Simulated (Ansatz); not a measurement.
The cluster Al₃Ru, relaxed as a doublet with UKS PBE-D4/def2-SVP in Ansatz, starting from the GFN2-xTB geometry. Force threshold 0.02 eV/Å.

In the def2 sets Ru takes a core potential; there is no spin–orbit coupling. The structure comes from a short search, and lower isomers may exist.

Start:

```xyz
4

Ru    0.0546   -0.4245    0.6092
Al   -0.6925    1.7847    1.0002
Al    2.0765   -0.1247   -0.5764
Al   -1.4386   -1.2356   -1.0330
```

```csv
step,energy (eV),largest force component (eV/Å),SCF passes
1,-22356.3728,1.048,55
2,-22356.8509,0.495,50
3,-22356.9652,0.420,49
4,-22356.9725,0.065,40
5,-22356.9731,0.011,39
```

Force components are those of the run's own axes.

End:

Cartesian coordinates in Å:
```
Ru 0.0804 -0.6231 0.8959
Al -0.5794 1.5529 0.6866
Al 1.6891 -0.0104 -0.6044
Al -1.1901 -0.9194 -0.9781
```

By distances, no bond broke or formed. The bond that changes most is Ru1–Al2, from 2.36 to 2.28 Å (atoms count from 1).

No frequencies were taken in this run, so the end may be a saddle point.

Run time 11 s (4 threads of Arm Neoverse V1 on a shared host).
